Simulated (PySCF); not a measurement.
**Energy of Fe (iron, neutral) between two integer charges**

The 4s beta orbital of [Ar] 3d6 4s2 is emptied in steps (occupation f), with all orbitals relaxed, ending at [Ar] 3d6 4s1. Calculation: PySCF 2.14, in aug-cc-pVDZ; no relativity, point nucleus. The exact energy is a straight line in f; departures are measured from the line between the end points of the same method.

```json
{"f": "1", "BHandHLYP (eV)": "0.000"}
{"f": "0.8", "BHandHLYP (eV)": "-0.256"}
{"f": "0.6", "BHandHLYP (eV)": "-0.391"}
{"f": "0.4", "BHandHLYP (eV)": "-0.399"}
{"f": "0.2", "BHandHLYP (eV)": "-0.272"}
{"f": "0", "BHandHLYP (eV)": "0.000"}
```

```
   method  E(f=0) − E(f=1) (eV)  −ε at f=1 (eV)  −ε at f=0.4 (eV)
BHandHLYP                 7.661           6.087             7.949
```

Orbital energy along the path (eV):

```tsv
f	BHandHLYP
1	-6.087
0.8	-6.681
0.6	-7.299
0.4	-7.949
0.2	-8.648
0	-9.364
```

Reference removal energy between the ground levels: 7.902 eV (measured; NIST Atomic Spectra Database, ionization energies). The calculation has no spin-orbit coupling.
